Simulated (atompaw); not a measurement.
## Reading a pseudo-wave (sulfur (S))

Columns: radius, all-electron u(r) and pseudo u(r) of the 3p shell (level -16.81 eV) of sulfur in the configuration [Ne] 3s2 3p3; PBE, non-relativistic, PAW (atompaw) scheme, atompaw 4.2.0.5.

| r (bohr) | all-electron | pseudo |
| --- | --- | --- |
| 0.058 | 0.0809 | -0.0037 |
| 0.115 | 0.2066 | -0.0144 |
| 0.173 | 0.3040 | -0.0322 |
| 0.231 | 0.3523 | -0.0565 |
| 0.288 | 0.3546 | -0.0862 |
| 0.346 | 0.3201 | -0.1215 |
| 0.404 | 0.2591 | -0.1612 |
| 0.462 | 0.1808 | -0.2044 |
| 0.519 | 0.0942 | -0.2492 |
| 0.577 | 0.0017 | -0.2963 |
| 0.635 | -0.0909 | -0.3440 |
| 0.692 | -0.1791 | -0.3907 |
| 0.750 | -0.2642 | -0.4371 |
| 0.808 | -0.3432 | -0.4818 |
| 0.865 | -0.4142 | -0.5236 |
| 0.923 | -0.4793 | -0.5633 |
| 0.981 | -0.5372 | -0.6000 |
| 1.038 | -0.5874 | -0.6328 |
| 1.096 | -0.6315 | -0.6627 |
| 1.154 | -0.6690 | -0.6891 |
| 1.212 | -0.7000 | -0.7120 |
| 1.269 | -0.7246 | -0.7309 |
| 1.327 | -0.7440 | -0.7468 |
| 1.385 | -0.7582 | -0.7590 |
| 1.442 | -0.7675 | -0.7676 |
| 1.500 | -0.7727 | -0.7727 |

How many radial nodes do the two functions have?

The all-electron 3p function has n − l − 1 = 1; the pseudo-wave has 0, since the states of the same l below it are removed with the core.

Is the pseudo-wave norm-conserving?

No, it belongs to a PAW set: the norm inside the radius is not constrained, and the difference is carried by the augmentation charge.
